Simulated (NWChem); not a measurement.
# C2H6GeO, singlet; SMILES C[O][Ge][CH3]

```xyz
10

Ge     0.4310    -0.6740    -0.0001
C     -1.5705    -0.8225     0.0000
H     -1.8595    -1.8850    -0.0052
H     -2.0169    -0.3400    -0.8868
H     -2.0138    -0.3503     0.8939
O      0.6249     1.1038     0.0003
C     -0.3028     2.1463    -0.0002
H     -1.3525     1.8030     0.0104
H     -0.1466     2.7898     0.8836
H     -0.1607     2.7776    -0.8950
```
Atoms are numbered in this order, from 1.

Results from NWChem. Pople sets run with spherical d functions. Low-valent species are run as closed-shell singlets; no triplet was tried in these runs. The geometry was optimised at PBE0/def2-SVP. Level B3LYP/6-31G*: energy and gradient; each run changes one setting, and changes count from the defaults (medium grid, exact Coulomb integrals, symmetry on).

```json
[
 {"setting": "defaults", "size of the energy change (μHa)": "< 10", "largest change of a gradient component (μHa/bohr)": "< 30"},
 {"setting": "Becke weights", "size of the energy change (μHa)": "< 10", "largest change of a gradient component (μHa/bohr)": "80"},
 {"setting": "coarse grid", "size of the energy change (μHa)": "< 10", "largest change of a gradient component (μHa/bohr)": "500"},
 {"setting": "extra-fine grid", "size of the energy change (μHa)": "< 10", "largest change of a gradient component (μHa/bohr)": "70"}
]
```
